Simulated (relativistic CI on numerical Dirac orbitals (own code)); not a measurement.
**Crystal-field levels of Cu4+, 3d7**

Calculated by Dirac-Coulomb-Breit CI, orbitals from a KLI potential per configuration, model QED, one configuration in a parametric crystal field, unscaled Slater integrals (own radial code). With so little scaling, terms lie 10 to 35 % too far apart, which can change the order of excited levels.

Field parameters in Wybourne normalisation: Td as Oh with Dq negative (B⁴₀ = 21Dq, B⁴₄ = √(5/14) B⁴₀). The field is a parameter set, without covalency.

S and J are read from ⟨S²⟩ = S(S + 1) and ⟨J²⟩ = J(J + 1) of each level; they are not fictitious spins.

Td, 10Dq = -2200 cm⁻¹, the lowest 10 levels:

| E (cm⁻¹) | Degeneracy | Irrep | S | J |
| --- | --- | --- | --- | --- |
| 0.0 | 4 | Γ8 | 1.50 | 4.21 |
| 1862 | 4 | Γ8 | 1.50 | 4.37 |
| 2255 | 2 | Γ6 | 1.50 | 4.18 |
| 3089 | 4 | Γ8 | 1.50 | 3.29 |
| 3132 | 2 | Γ7 | 1.50 | 3.37 |
| 3610 | 2 | Γ6 | 1.50 | 3.86 |
| 4612 | 4 | Γ8 | 1.50 | 3.07 |
| 5441 | 2 | Γ7 | 1.50 | 2.67 |
| 5869 | 4 | Γ8 | 1.50 | 1.94 |
| 25895 | 4 | Γ8 | 0.52 | 4.49 |

Td, 10Dq = -18200 cm⁻¹, the lowest 16 levels:

| E (cm⁻¹) | Degeneracy | Irrep | S | J |
| --- | --- | --- | --- | --- |
| 0.0 | 4 | Γ8 | 1.50 | 3.63 |
| 17783 | 4 | Γ8 | 1.49 | 3.88 |
| 18006 | 2 | Γ6 | 1.50 | 3.73 |
| 18440 | 4 | Γ8 | 1.50 | 3.35 |
| 18709 | 2 | Γ7 | 1.50 | 3.21 |
| 28321 | 2 | Γ6 | 1.36 | 3.96 |
| 28508 | 4 | Γ8 | 0.72 | 4.18 |
| 28839 | 4 | Γ8 | 1.17 | 3.58 |
| 30030 | 2 | Γ7 | 1.49 | 2.79 |
| 30082 | 2 | Γ6 | 0.73 | 3.98 |
| 30191 | 4 | Γ8 | 1.48 | 2.65 |
| 30796 | 4 | Γ8 | 0.85 | 3.94 |
| 39724 | 2 | Γ7 | 0.52 | 3.84 |
| 40147 | 4 | Γ8 | 0.51 | 3.69 |
| 42568 | 2 | Γ6 | 0.52 | 3.99 |
| 46806 | 4 | Γ8 | 0.51 | 4.62 |

Td, 10Dq = -16450 cm⁻¹, the lowest 10 levels:

| E (cm⁻¹) | Degeneracy | Irrep | S | J |
| --- | --- | --- | --- | --- |
| 0.0 | 4 | Γ8 | 1.50 | 3.65 |
| 16050 | 4 | Γ8 | 1.49 | 3.89 |
| 16269 | 2 | Γ6 | 1.50 | 3.73 |
| 16704 | 4 | Γ8 | 1.50 | 3.34 |
| 16968 | 2 | Γ7 | 1.50 | 3.21 |
| 25969 | 2 | Γ6 | 1.47 | 4.03 |
| 26582 | 4 | Γ8 | 1.45 | 3.53 |
| 27618 | 2 | Γ7 | 1.49 | 2.80 |
| 27762 | 4 | Γ8 | 1.48 | 2.63 |
| 28460 | 4 | Γ8 | 0.55 | 4.18 |

The free-ion ground term has S = 3/2. Every field shown keeps that spin.

Levels of this model without a field, named by their leading LS term: ⁴F9/2 0, ⁴F7/2 1578, ⁴F5/2 2711, ⁴F3/2 3479, ⁴P5/2 24936, ²G9/2 24956, ⁴P3/2 25327, ⁴P1/2 26065 cm⁻¹.
